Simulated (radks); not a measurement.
Q: A nucleus of charge 65.5 with 65 electrons, configuration [Xe] 4f10 6s1. All-electron calculation, Dirac Kohn-Sham, PBEsol, spin-unpolarised, spherical densities, finite nucleus; open shells fill j = l - 1/2 first; Fermi nuclear charge, rms radius 5.2218 fm. Program: a radial shooting solver on a logarithmic mesh with Libxc functionals.

Spin-orbit splittings of the eigenvalues, e(l+1/2) - e(l-1/2), with zeta = 2 splitting/(2l+1) and mean radii in bohr:

| shell | occ. | splitting (eV) | zeta (eV) | <r> j=l-1/2 | <r> j=l+1/2 |
|---|---|---|---|---|---|
| 2p | 6 | 772.5 | 515.0 | 0.07514 | 0.08214 |
| 3p | 6 | 159.9 | 106.6 | 0.2262 | 0.2395 |
| 3d | 10 | 34.93 | 13.97 | 0.2119 | 0.2160 |
| 4p | 6 | ? | ? | 0.5468 | 0.5774 |
| 4d | 10 | 6.447 | 2.579 | 0.6114 | 0.6224 |
| 4f | 10 | 0.7961 | 0.2275 | 0.9312 | 0.9679 |
| 5p | 6 | 4.400 | 2.934 | 1.504 | 1.616 |

Estimate the 4p splitting.

A: 35.70 eV (zeta = 23.80 eV).
